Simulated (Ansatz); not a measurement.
Relaxation of Cl₃H₅HfOSi (11 atoms, charge 0, multiplicity 1), to a largest force component of 0.03 eV/Å in at most 50 steps.

All numbers below come from RKS B3LYP-D4/def2-SVP in Ansatz.

```xyz
11
Properties=species:S:1:pos:R:3
Hf 0.424 -0.288 -0.652
O -0.738 -0.658 2.367
H -1.139 -1.523 2.547
Cl 1.924 -0.306 -2.446
Cl 0.374 1.869 0.285
Cl -1.566 -1.412 -1.218
Si 1.635 -1.936 1.018
H 0.724 -3.042 1.476
H 2.873 -2.610 0.489
H 2.046 -1.195 2.272
H 0.127 -0.707 2.840
```

Where does it end, and by what steps?

It converged. After 9 steps the energy has fallen by 0.606 eV; H11 moved furthest, 0.84 Å. Joined: Hf1–O2 (3.26 → 2.34 Å).

```json
{"step": "0", "energy less start (eV)": "0.0000", "largest force component (eV/Å)": "0.766", "accepted": "yes"}
{"step": "1", "energy less start (eV)": "-0.0605", "largest force component (eV/Å)": "1.512", "accepted": "yes"}
{"step": "2", "energy less start (eV)": "-0.3166", "largest force component (eV/Å)": "1.070", "accepted": "yes"}
{"step": "3", "energy less start (eV)": "-0.4947", "largest force component (eV/Å)": "1.393", "accepted": "yes"}
{"step": "4", "energy less start (eV)": "-0.5723", "largest force component (eV/Å)": "0.396", "accepted": "yes"}
{"step": "5", "energy less start (eV)": "-0.5896", "largest force component (eV/Å)": "0.352", "accepted": "yes"}
{"step": "6", "energy less start (eV)": "-0.5981", "largest force component (eV/Å)": "0.364", "accepted": "yes"}
{"step": "7", "energy less start (eV)": "-0.6027", "largest force component (eV/Å)": "0.290", "accepted": "yes"}
{"step": "8", "energy less start (eV)": "-0.6046", "largest force component (eV/Å)": "0.060", "accepted": "yes"}
{"step": "9", "energy less start (eV)": "-0.6063", "largest force component (eV/Å)": "0.013", "accepted": "yes"}
```

```xyz
11
Properties=species:S:1:pos:R:3
Hf 0.277 -0.345 -0.262
O -0.805 -0.541 1.807
H -1.301 -1.337 2.053
Cl 1.547 -0.328 -2.235
Cl 0.632 1.843 0.601
Cl -1.703 -1.484 -0.929
Si 1.903 -2.102 1.079
H 1.093 -3.286 1.531
H 3.103 -2.634 0.367
H 2.388 -1.460 2.350
H -0.451 -0.136 2.614
```

Whether the end is a true minimum wasn't checked by a vibrational analysis.

Time of the run: 39 s on 4 threads of Arm Neoverse V2 (shared host), peak memory 0.42 GiB.
